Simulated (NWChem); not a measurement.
# Polarisability of hydrogen iodide (HI)

```xyz
2

I      0.0000     0.0000     0.0302
H      0.0000     0.0000    -1.6026
```
Charge 0, spin multiplicity 1.

Program: NWChem. Structure: optimised with PBE/def2-SVP with def2 effective core potentials on I, a minimum by its harmonic frequencies.

Basis set: def2-SVPD. The field's frequency is 0.0773 Ha (589 nm).

Effective core potentials replace the inner electrons of I; spin-orbit coupling is left out. The correlated methods keep 4 core orbitals frozen. B3LYP has NWChem's definition, with VWN1-RPA local correlation. No row is a measurement; the coupled-cluster row has its own basis-set and correlation limits.

### Question
For the isotropic polarisability, PBE gives 39.04 bohr³ and HF gives 36.50 bohr³. What do PBE0, B3LYP, CCSD linear response give?

### Answer
PBE0: 37.76 bohr³; B3LYP: 38.22 bohr³; CCSD linear response: 37.73 bohr³.
